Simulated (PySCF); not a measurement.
C4H5O3, SMILES [CH2]C1COC(=O)O1, doublet at its PBE0/def2-SVP optimised geometry (Å):

```
12

C     -1.6372     1.3273     0.5808
C     -0.7339     0.4642    -0.2038
C     -0.7102    -1.0220     0.2019
O      0.6378    -1.3861    -0.0025
C      1.4124    -0.2788     0.0000
O      2.5974    -0.2788     0.0000
O      0.6351     0.8234     0.0000
H     -1.3556     1.6091     1.5980
H     -2.5974     1.6501     0.1769
H     -0.9512     0.5542    -1.2835
H     -0.9755    -1.1563     1.2644
H     -1.3636    -1.6501    -0.4176
```

Method: unrestricted PBE0/def2-TZVP run with PySCF. Cells within 0.4 Å of a nucleus heavier than hydrogen are left out (blank, or x).

Map of the log10 of the electron density (e/bohr³), floored at −4 on the plane z = 0.0 Å:

```
|0000000000000000000000000000000|
|0000000000000000000000000000000|
|0000000000000000000000000000000|
|0000000000000000000000000000000|
|0000000000000000000000000000000|
|0000001112221100000000000000000|
|0000012333333211000000000000000|
|0000133444444322222100000000000|
|0001245666655433333321000000000|
|0001346777766544555432100000000|
|0002357888877656777643221100000|
|0002356788888777898754333210000|
|0001345677888888xx9865554431000|
|000123456778xx89xxx876776542100|
|000012345678xx88999888888653200|
|0000012345678987789xx9xx9754200|
|0000001234678887788xx9xx9864200|
|0000001235678988889x899x9754200|
|000000124578xx889x9877887653100|
|0000001246789x89xxx866666532100|
|00000012467888789x9864444321000|
|0000000245677667888754332210000|
|0000000134555555666543211000000|
|0000000123344334454432100000000|
|0000000001222222333210000000000|
|0000000000011001111100000000000|
|0000000000000000000000000000000|
|0000000000000000000000000000000|
|0000000000000000000000000000000|
|0000000000000000000000000000000|
|0000000000000000000000000000000|
```
Scale: ten equal steps from -4.00 (start of '0') to -0.174 (end of '9'), in the order '0123456789'; x runs from -5.00 to 5.00, y from -5.00 (bottom) to 5.00 (top).
